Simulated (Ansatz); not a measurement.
A nudged elastic band was laid between two geometries of H$_{5}$NO$_{3}$Sn (10 atoms, charge 0, multiplicity 1).

Theory: RKS LDA/def2-SVP (Ansatz).

```json
{
  "movable images": "7",
  "climbing image": "yes",
  "spring": "5.0 eV/Å²",
  "optimiser": "quadratic models (default)",
  "start path": "IDPP",
  "force threshold": "0.05 eV/Å",
  "iteration limit": "60",
  "end points": "relaxed"
}
```

Image 0:

```xyz
10
Properties=species:S:1:pos:R:3
N -1.361 0.145 -1.227
Sn 0.166 -0.016 0.070
O 1.240 -1.667 -0.059
O -0.428 -0.115 1.952
O 1.234 1.603 -0.277
H -1.139 0.860 -1.936
H -1.532 -0.747 -1.713
H 1.184 -2.118 0.810
H -1.278 0.361 2.048
H 1.997 1.643 0.334
```

Image 8:

```xyz
10
Properties=species:S:1:pos:R:3
N -1.275 0.448 -1.243
Sn 0.153 -0.072 0.073
O 0.170 -2.041 -0.018
O -0.214 0.570 1.905
O 1.935 0.714 -0.243
H -0.951 1.206 -1.861
H -1.519 -0.363 -1.830
H 0.798 -2.405 0.637
H -1.181 0.659 2.027
H 2.168 1.232 0.556
```

(1) What changes between the two ends?

(2) Give the energies along the band, and the barrier.

(3) What is the geometry of the highest image?

Results:

(1) No bond is made or broken. The dihedral O3–Sn2–O5–H10 goes from -56 to -121°. The two ends are copies of one structure, up to a mirror image or an exchange of like atoms.

(2) The run converged. The highest image is number 4 of 0 to 8, 0.005 eV above the ends, which have the same energy within 2 meV. The top lies less than 8 meV above the higher end, about what the thresholds resolve: that end is a shoulder or a very shallow well. A vibrational analysis at the climbing image gives one clearly imaginary mode, 116i cm⁻¹: a first-order saddle point.

```
image  path coordinate (Å)  energy (eV)  dihedral O3–Sn2–O5–H10 (°)
    0                 0.00        0.000                         -56
    1                 0.16        0.000                         -66
    2                 0.32        0.002                         -77
    3                 0.47        0.004                         -87
    4                 0.63        0.005                         -97
    5                 0.78        0.004                        -105
    6                 0.94        0.002                        -112
    7                 1.09        0.001                        -118
    8                 1.25        0.000                        -121
```

(3) 
```xyz
10
Properties=species:S:1:pos:R:3:forces:R:3
N -1.326 0.296 -1.220 -0.01 0.00 0.00
Sn 0.180 -0.051 0.062 0.03 -0.01 -0.04
O 0.722 -1.939 -0.117 -0.01 0.01 -0.03
O -0.288 0.207 1.964 0.04 -0.01 0.00
O 1.626 1.232 -0.332 -0.01 -0.01 -0.03
H -1.072 1.049 -1.875 -0.01 0.00 0.00
H -1.535 -0.553 -1.766 -0.01 0.00 0.00
H 0.951 -2.294 0.765 0.00 -0.01 0.04
H -1.223 0.487 2.017 -0.05 0.02 0.01
H 2.047 1.512 0.505 0.01 0.01 0.04
```

Time of the run: 40 s on 2 threads of Intel(R) Xeon(R) Platinum 8175M CPU @ 2.50GHz (Skylake/Cascade Lake), on a shared host, peak memory 0.17 GiB.
